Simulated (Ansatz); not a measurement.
Correlation energies of ClF2GeH2N, SMILES `[NH2][Ge]([F])([F])[Cl]` by basis set

```xyz
7

N     0.818    0.221   -0.844
Ge   -0.503   -0.087    0.323
F    -1.871    0.833   -0.133
F    -0.196    0.435    1.932
Cl   -0.994   -2.133    0.399
H     1.582   -0.438   -0.809
H     1.164    1.169   -0.868
```

Charge 0, multiplicity 1. Correlated methods include outer-core shells of Ge, which these sets cover unevenly. Scalar relativity is left out up to krypton. The geometry is a stationary point of PBE0-D4/def2-TZVP. It is one conformer, not always the lowest. Frozen core, restricted reference, the Gaussian-basis code of Ansatz.

```
     basis      HF (Eh)  MP2 corr.  CCSD corr.       (T)  CCSD(T) total
  def2-SVP  -2788.88761   -0.89661    -0.91151  -0.01947    -2789.81859
def2-TZVPP  -2789.64492   -1.14476    -1.15977  -0.04085    -2790.84554
def2-QZVPP  -2789.71237   -1.49107           –         –              –
```
